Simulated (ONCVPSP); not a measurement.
**W (Z = 74): variants of one ONCV potential**

Base potential:

| Item | Value |
| --- | --- |
| Element | W |
| Generator | ONCVPSP 4.0.1 |
| Type | optimised norm-conserving Vanderbilt (ONCV) |
| Functional | PBEsol |
| Relativity | non-relativistic |
| Frozen core | [Kr] 4d10 4f14 |
| Valence charge | 14 |
| Reference configuration | 5s2 5p6 5d4 6s2 |
| Partial waves | 5s+6s: rc 2.05 bohr, ncon 4, nbas 9, qcut 4.6 1/bohr, 2 projectors; 5p: rc 1.65 bohr, ncon 4, nbas 8, qcut 8.9 1/bohr, 2 projectors, debl 2 Ha; 5d: rc 1.70 bohr, ncon 4, nbas 8, qcut 6.4 1/bohr, 1 projector; f scattering state at 0.04 Ha: rc 1.65 bohr, ncon 3, nbas 7, qcut 7.3 1/bohr, 2 projectors, debl 2.4 Ha |
| Local potential | polynomial inside 1.55 bohr (lpopt 1, dvloc0 1 Ha) |
| Core correction | Teter function, parameters optimised by the program |

All-electron outer shells of the reference configuration (PBEsol, non-relativistic, ld1.x):

```csv
shell,level (eV),outermost node (bohr),outermost maximum (bohr)
5s,-65.05,0.58,1.05
4f,-41.95,–,0.42
5p,-40.78,0.59,1.13
5d,-5.84,0.63,1.47
6s,-4.78,1.41,2.95
```

Cutoffs, loose and tight: the cutoffs (Ha) at which the residual kinetic energy of the hardest occupied pseudo-wave falls to 1 and 0.1 mHa per electron. They do not see the model core or the augmentation charge, which bear on the density cutoff. Test errors are all-electron minus pseudo excitation energies from the reference, over the configurations 5s2 5p6 5d4 6s1; 5s2 5p6 5d4 6s0; 5s2 5p6 5d3 6s0; 5s2 5p6 5d3 6s2 6p1. A dash means not determined; rows that change the core or the reference have their own tests.

For the base: The cutoffs count occupied waves only; projector 2 of the f channel, the hardest unoccupied one, needs 144 Ha at the loose tolerance.

A true bound ghost makes a file unfit for plane-wave use even where its test errors are small: the radial tests pick states by their node count and pass the ghost by.

| change | outcome | cutoff, loose | cutoff, tight | bound ghosts | GHOST(+) flags above zero | largest test error (meV) |
| --- | --- | --- | --- | --- | --- | --- |
| base | generated | 26 Ha | 31 Ha | none | f | -7.8 |
| local potential polynomial inside 1.55 bohr (lpopt 1, dvloc0 -2 Ha) | generated | 26 Ha | 31 Ha | none | f | -7.7 |
| local potential polynomial inside 1.55 bohr (lpopt 1, dvloc0 -1 Ha) | generated | 26 Ha | 31 Ha | none | f | -7.7 |
| local potential polynomial inside 1.55 bohr (lpopt 1, dvloc0 4 Ha) | generated | 26 Ha | 31 Ha | none | f | -7.9 |
| local potential polynomial inside 1.55 bohr (lpopt 1, dvloc0 5.5 Ha) | generated | 26 Ha | 31 Ha | f | none | -7.9 |
| local potential polynomial inside 1.55 bohr (lpopt 1, dvloc0 7.5 Ha) | generated | 26 Ha | 31 Ha | f | none | -8.0 |
| local potential polynomial inside 1.55 bohr (lpopt 1, dvloc0 9 Ha) | generated | 26 Ha | 31 Ha | f | p | -8.2 |

**Question.** What comes out with this change to the base: local potential polynomial inside 1.55 bohr (lpopt 1, dvloc0 3 Ha)?

**Answer.** outcome: generated; cutoff, loose: 26 Ha; cutoff, tight: 31 Ha; bound ghosts: s; GHOST(+) flags above zero: f; largest test error (meV): -8.4.

Reading the sweep of the dvloc0 (base included, trends over the rows without a ghost): The loose cutoff stays near 26 Ha. The median size of the test errors (rows with all tests solved) stays near 4.5 meV. Bound ghosts are found at 3, 5.5, 7.5, 9 Ha.
